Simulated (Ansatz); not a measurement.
`C[N]=[W]([CH3])([CH3])=[O]` at its PBE0-D4/def2-TZVP geometry, where that method's forces vanish. Charge 0, multiplicity 1. W takes the def2 core potential.

```xyz
15

C     0.8895    1.9633    1.4565
N     0.5349    0.8823    0.6079
W    -0.5930   -0.2801   -0.0472
C    -0.7007    0.1010   -2.1310
C     0.1811   -2.1968    0.4281
O    -2.1358   -0.0882    0.6565
H     0.0374    2.3061    2.0544
H     1.2567    2.8075    0.8636
H     1.6915    1.6636    2.1391
H    -1.4223   -0.5806   -2.5954
H     0.2865   -0.0639   -2.5774
H    -1.0031    1.1248   -2.3627
H    -0.5043   -2.9727    0.0689
H     1.1533   -2.3226   -0.0618
H     0.3282   -2.3438    1.5006
```

Question: What forces (eV/Å) does PBE-D4/def2-TZVPP give on these atoms in Ansatz 0.2.0? (Best estimate.)

Answer: Ansatz gave: 
```
C1  -0.008 -0.007 -0.004
N2   0.501  0.380  0.169
W3   0.249 -0.655 -0.674
C4  -0.004  0.007  0.056
C5  -0.021  0.053  0.005
O6  -0.876  0.141  0.428
H7  -0.175  0.093  0.143
H8   0.081  0.194 -0.108
H9   0.172 -0.043  0.157
H10 -0.140 -0.125 -0.085
H11  0.187 -0.025 -0.081
H12 -0.057  0.200 -0.068
H13 -0.132 -0.145 -0.063
H14  0.185 -0.020 -0.087
H15  0.039 -0.049  0.210
```
